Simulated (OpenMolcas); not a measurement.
**What dynamic correlation does to the levels of Os I**

```
Program             : OpenMolcas 26.06
Basis               : ANO-RCC-VTZP [8s7p5d3f2g1h]
Scalar Hamiltonian  : DKH2, point nucleus
Active space        : 8 electrons in 6 orbitals (5d 6s)
State averaging     : 2S+1 = 5 even, 15 roots; 2S+1 = 3 even, 80 roots; 2S+1 = 1 even, 58 roots
Spin-orbit coupling : RASSI with atomic mean-field integrals over the reference wave functions, term energies averaged over their components
```

Methods on the same reference wave functions:
A. CASSCF
B. SS-CASPT2, IPEA 0.25 Eh, imaginary shift 0.1 Eh (closed shells correlated: 5s 5p)
C. MS-CASPT2, IPEA 0.25 Eh, imaginary shift 0.1 Eh (closed shells correlated: 5s 5p)

Energies in eV above 5d⁶ 6s² ⁵D₄, the measured ground level; measured values from NIST Handbook of Basic Atomic Spectroscopic Data.

| Level | A | B | C | Measured |
| --- | --- | --- | --- | --- |
| 5d⁶ 6s² ⁵D₄ | 0.0000 | 0.0000 | 0.0000 | 0.0000 |
| 5d⁷ 6s ⁵F₅ | 0.1292 | 0.828 | 0.828 | 0.6378 |
| 5d⁶ 6s² ⁵D₃ | 0.4868 | 0.470 | 0.470 | 0.5157 |
| 5d⁷ 6s ⁵F₄ [67 %] | 0.6338 | 1.284 | 1.286 | 1.0840 |
| 5d⁶ 6s² ⁵D₁ | 0.7207 | 0.726 | 0.726 | 0.7149 |
| 5d⁶ 6s² ⁵D₀ | 0.7986 | 0.792 | 0.793 | 0.7554 |
| 5d⁷ 6s ⁵F₃ | 1.0041 | 1.689 | 1.690 | 1.4107 |
| 5d⁷ 6s ⁵F₁ [56 %] | 1.2957 | 1.854 | 1.853 | 1.6143 |
| 5d⁶ 6s² ³F₃ [67 %] | 1.8179 | 2.052 | 2.052 |  |
| 5d⁶ 6s² ³H₆ | 1.9141 | 2.024 | 2.024 |  |
| 5d⁷ 6s ⁵P₃ | 1.9584 | 2.320 | 2.320 |  |
| 5d⁶ 6s² ³H₅ [53 %] | 2.2196 | 2.089 | 2.089 |  |
| 5d⁶ 6s² ³P₀ [52 %] | 2.3804 | 2.426 | 2.427 |  |
| 5d⁷ 6s ³G₄ [61 %] | 2.3998 | 2.663 | 2.662 |  |
| 5d⁷ 6s ³P₀(1) | 2.7700 | 2.855 | 2.856 |  |
| 5d⁶ 6s² ³G₅ [70 %] | 3.2375 | 3.335 | 3.337 |  |
| 5d⁶ 6s² ¹I₆ [53 %] | 3.4556 | 3.291 | 3.291 |  |

Deviations, from unrounded energies. A percentage is the sum of absolute deviations over the sum of measured energies, with the sign that they share, or ± where signs differ.

```tsv
Against measurement	Levels	A	B	C
mean absolute deviation (cm-1)	7	2000	1200	1200
fine structure of the ground term (%)	3	±3.9	±4.7	±4.7
other configurations (%)	4	-35.5	+19.1	+19.2
```

B, C lie about equally close to measurement and A furthest from it. The largest miss of B in the table is 5d⁷ 6s ⁵F₃, by +2200 cm-1. The ranking rests on the paired levels alone, and a cruder setting can come out closer through cancelling errors.

Between B and C the level of the table that moves most is 5d⁷ 6s ⁵F₄ [67 %], by 18 cm-1 (lowest in B, highest in C). Moves below CASPT2's spread within the term are not significant.

The two smallest mean deviations differ by little beside CASPT2's spread within terms, so their order carries little weight.

From A to B the spin-free energies of the other terms of 5d⁶ 6s² shown, above ⁵D, scale by factors of 1.02 to 1.22.

The lowest spin-free term lies below A's lowest term by 0.484 hartree in B, 0.484 hartree in C.

CASPT2 does not keep the components of a term degenerate, so their means are used; among the terms shown or strongly mixed into the levels shown the widest spread is 1500 cm-1 (5d⁶ 6s² ¹I, C). Configurations are named by rounded mean occupations; where the s occupation lies near a half they are strongly mixed, a name can repeat and a true partner stay unpaired. A single d shell beside an s shell can misplace configurations of different d count against each other. The CASPT2 spread within a term exceeds the gap to the next term for 5d⁷ 6s ³F(1) and 5d⁶ 6s² ¹I, so the order of their levels is uncertain (figures for B; the like holds for C). Without dynamic correlation excited terms often stand tens of per cent too high (terms of higher spin than the ground term too low), and those without a measured partner can miss by more than the paired ones (holds for A). Blocks of more than 70 roots (2S+1 = 3 even) ran without multistate coupling (holds for C). Measured partners are found by configuration, term and J. A level has none where our copy of the source lacks it or the pairing is in doubt (some pairs that miss far off the trend of their configuration count as doubtful), and it then counts in no deviation. Only configurations of the active space appear. Levels that lie high or do not pair safely by name in every column are left out.

A share in square brackets marks a mixed level and gives the weight of the term that names it, the lowest over the columns. A number in round brackets counts repeated terms of one configuration in the order of the reference energies.
